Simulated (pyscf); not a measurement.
Homolytic dissociation enthalpies at 298 K of B–B bonds in 6 gas-phase molecules, in kJ/mol. Single points on ωB97X-D3(BJ)/def2-SVP structures (PySCF, gas phase). MP2 and CC: frozen core, UHF for open shells. ΔMP2 is the change of the MP2 total energy from the triple- to the quadruple-zeta basis. Both columns use the same structures and thermal terms. Rows were drawn at random from the closed-shell molecules with such a bond whose radicals are computed, keep their shape and have no isomer in the data more than 5 kcal/mol lower.

```json
[
 {"row": "1", "molecule": "H₂B–B(F)–F", "radicals": "BH₂• + [F–B–F]•", "r²SCAN/def2-TZVP": "402.7", "CCSD(T)/def2-TZVPP + ΔMP2(QZVPP)": "429.9"},
 {"row": "2", "molecule": "H₂B–B(Cl)–Cl", "radicals": "BH₂• + [Cl–B–Cl]•", "r²SCAN/def2-TZVP": "399.7", "CCSD(T)/def2-TZVPP + ΔMP2(QZVPP)": "?"},
 {"row": "3", "molecule": "H₂B–BH–F", "radicals": "BH₂• + [HB–F]•", "r²SCAN/def2-TZVP": "389.1", "CCSD(T)/def2-TZVPP + ΔMP2(QZVPP)": "411.7"},
 {"row": "4", "molecule": "H₂B–BH₂", "radicals": "BH₂• + BH₂•", "r²SCAN/def2-TZVP": "425.7", "CCSD(T)/def2-TZVPP + ΔMP2(QZVPP)": "437.0"},
 {"row": "5", "molecule": "H₂B–BH–Cl", "radicals": "BH₂• + [HB–Cl]•", "r²SCAN/def2-TZVP": "400.7", "CCSD(T)/def2-TZVPP + ΔMP2(QZVPP)": "422.1"},
 {"row": "6", "molecule": "H₂B–B(NH₂)–Cl", "radicals": "BH₂• + [H₂N–B–Cl]•", "r²SCAN/def2-TZVP": "395.5", "CCSD(T)/def2-TZVPP + ΔMP2(QZVPP)": "422.4"}
]
```

Task: Fit a line that carries the r²SCAN values to the last column and predict row 2.

Result: In the 5 complete rows the last column lies 11.3 to 27.2 kJ/mol from r²SCAN (mean 21.9, median 22.6). Least squares gives y = 170.9 + 0.63·x with residuals of 3.4 kJ/mol (root mean square). For row 2: 170.9 + 0.63 × 399.7 = 422.7 kJ/mol. The computed value is 425.4 kJ/mol, 2.7 over the line. The CCSD(T) − MP2 part came from Ansatz, without density fitting, on the same reference.
